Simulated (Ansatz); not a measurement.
The same molecule with X = O, S, Se, Te. Ansatz, PBE0-D4/def2-TZVP geometries, multiplicity 1. Each molecule was computed in one conformer, which needn't be the lowest.

Elements past krypton have def2 core potentials. Scalar relativity is left out up to krypton.

```json
{"X": "O", "molecule": "`O[SiH2]CCl`", "mean X–H bond length / Å": "0.960", "mean X–Si bond length / Å": "1.642", "size of the dipole moment (PBE/def2-TZVPP) / D": "0.86", "HOMO–LUMO gap (ωB97M-V/def2-TZVPP) / eV": "12.21", "HOMO–LUMO gap (PBE0/def2-TZVPP) / eV": "8.15"}
{"X": "S", "molecule": "`S[SiH2]CCl`", "mean X–H bond length / Å": "1.344", "mean X–Si bond length / Å": "2.139", "size of the dipole moment (PBE/def2-TZVPP) / D": "1.33", "HOMO–LUMO gap (ωB97M-V/def2-TZVPP) / eV": "11.47", "HOMO–LUMO gap (PBE0/def2-TZVPP) / eV": "7.54"}
{"X": "Te", "molecule": "`ClC[SiH2][TeH]`", "mean X–H bond length / Å": "1.658", "mean X–Si bond length / Å": "2.496", "size of the dipole moment (PBE/def2-TZVPP) / D": "1.10", "HOMO–LUMO gap (ωB97M-V/def2-TZVPP) / eV": "9.80", "HOMO–LUMO gap (PBE0/def2-TZVPP) / eV": "5.91"}
```

Give the row for X = Se, `ClC[SiH2][SeH]`. (Estimate.)

Ansatz gave: 
| X | molecule | mean X–H bond length / Å | mean X–Si bond length / Å | size of the dipole moment (PBE/def2-TZVPP) / D | HOMO–LUMO gap (ωB97M-V/def2-TZVPP) / eV | HOMO–LUMO gap (PBE0/def2-TZVPP) / eV |
| --- | --- | --- | --- | --- | --- | --- |
| Se | `ClC[SiH2][SeH]` | 1.469 | 2.281 | 1.16 | 10.96 | 7.08 |

From O to Te the mean X–H bond length rises at each step, by 0.698 Å in all; the mean X–Si bond length rises at each step, by 0.854 Å in all; the HOMO–LUMO gap (ωB97M-V/def2-TZVPP) falls at each step, by 2.41 eV in all; the HOMO–LUMO gap (PBE0/def2-TZVPP) falls at each step, by 2.24 eV in all. Bonds lengthen as the atom grows down the group. Dipoles are sizes alone, and their direction can turn along the series.

Spin–orbit coupling is left out; it splits and shifts lone-pair levels of the heavy atoms by tenths of an eV.
